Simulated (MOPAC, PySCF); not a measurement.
H3AlS3, SMILES `[SH][Al]([SH])[SH]`, neutral singlet in the gas phase. 

Cartesian coordinates (Å):
SMILES: [SH][Al]([SH])[SH]
```xyz
7

S      0.8136    -0.5195    -1.6312
Al    -0.1265    -0.1210     0.3027
S     -0.5793    -1.7940     1.6279
S     -0.6599     1.8737     1.0161
H      0.8467     0.7729    -2.0008
H     -0.0938    -2.7084     0.7689
H     -0.2009     2.4963    -0.0836
```
Charge 0, multiplicity 1.

All levels are single points at this geometry (B3LYP-D3(BJ)/def2-TZVP); Pople sets use spherical d functions. Orbital energies aren't observables, and empty levels follow the basis.

HF/6-31G* in PySCF gives HOMO (eV) = -10.50.

Task: Estimate the HOMO (eV) from each of these levels: B3LYP-D3(BJ)/def2-TZVP in PySCF; PBE-D3(BJ)/def2-TZVP in PySCF; B3LYP/3-21G in PySCF; B3LYP/6-311+G** in PySCF; B3LYP/LANL2DZ in PySCF; M06-2X/6-31G* in PySCF; PBE/6-31G* in PySCF; SVWN5/6-31G* in PySCF; HF/STO-3G in PySCF; AM1 in MOPAC; PM3 in MOPAC; PM6 in MOPAC.

Result: 
```tsv
level	HOMO (eV)
B3LYP-D3(BJ)/def2-TZVP in PySCF	-7.45
PBE-D3(BJ)/def2-TZVP in PySCF	-6.51
B3LYP/3-21G in PySCF	-7.59
B3LYP/6-311+G** in PySCF	-7.51
B3LYP/LANL2DZ in PySCF	-7.62
M06-2X/6-31G* in PySCF	-8.83
PBE/6-31G* in PySCF	-6.46
SVWN5/6-31G* in PySCF	-6.55
HF/STO-3G in PySCF	-6.83
AM1 in MOPAC	-9.64
PM3 in MOPAC	-9.93
PM6 in MOPAC	-9.63
```
